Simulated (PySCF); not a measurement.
Bond length, frequency and bond energy of GeB⁺ by level of theory

State: ³Π (triplet), unpaired electrons σ ↑, π ↑. Set-up: basis Ge x2c-SVPall, B x2c-SVPall; spin-free X2C with a Gaussian nucleus; PySCF 2.14. De refers to Ge⁺ + B in their high-spin ground configurations, without counterpoise correction. The functionals are run spin-unrestricted. A positive dipole points towards B; it is taken about the centre of mass and depends on that origin. Levels whose curve was spin-contaminated or gave no clean fit are not listed.

```json
{"Level": "UHF-CCSD", "Re (Å)": "2.205", "ωe (cm⁻¹)": "423", "De (eV)": "1.99", "μ (D)": "n/a", "CPU s a point (SCF and correlation, without the integrals)": "n/a"}
{"Level": "UHF-CCSD(T)", "Re (Å)": "2.200", "ωe (cm⁻¹)": "445", "De (eV)": "2.09", "μ (D)": "n/a", "CPU s a point (SCF and correlation, without the integrals)": "3.8"}
{"Level": "LDA", "Re (Å)": "2.171", "ωe (cm⁻¹)": "485", "De (eV)": "3.19", "μ (D)": "1.72", "CPU s a point (SCF and correlation, without the integrals)": "0.37"}
{"Level": "PBE", "Re (Å)": "2.205", "ωe (cm⁻¹)": "457", "De (eV)": "2.74", "μ (D)": "1.72", "CPU s a point (SCF and correlation, without the integrals)": "0.61"}
{"Level": "r²SCAN", "Re (Å)": "2.168", "ωe (cm⁻¹)": "492", "De (eV)": "2.74", "μ (D)": "1.96", "CPU s a point (SCF and correlation, without the integrals)": "0.86"}
{"Level": "PBE0", "Re (Å)": "2.170", "ωe (cm⁻¹)": "484", "De (eV)": "2.54", "μ (D)": "1.81", "CPU s a point (SCF and correlation, without the integrals)": "0.92"}
{"Level": "r²SCAN0", "Re (Å)": "2.150", "ωe (cm⁻¹)": "503", "De (eV)": "2.54", "μ (D)": "2.01", "CPU s a point (SCF and correlation, without the integrals)": "0.97"}
{"Level": "B97-3", "Re (Å)": "2.181", "ωe (cm⁻¹)": "475", "De (eV)": "2.37", "μ (D)": "1.72", "CPU s a point (SCF and correlation, without the integrals)": "0.53"}
```

The bond length runs from 2.150 Å (r²SCAN0) to 2.205 Å (PBE). De spans 1.99 eV (UHF-CCSD, coupled cluster) to 3.19 eV (LDA, local density).

Correlated steps freeze 10 core orbitals. Correlated levels converge slowly with the basis: in double zeta they bind strong bonds too weakly, by up to about 1 eV, and carry superposition errors of some tenths. Spin–orbit coupling is left out. For an ion De counts to the pair picked by the measured ionisation energies or electron affinities, which need not be the lowest pair at this level. The state was picked by a PBE0 search and need not be the measured ground state.

The whole job (state search and all levels along the bond) took about 2.3 min on 1 thread of Arm Neoverse V1 (shared host), peak memory 0.54 GiB.
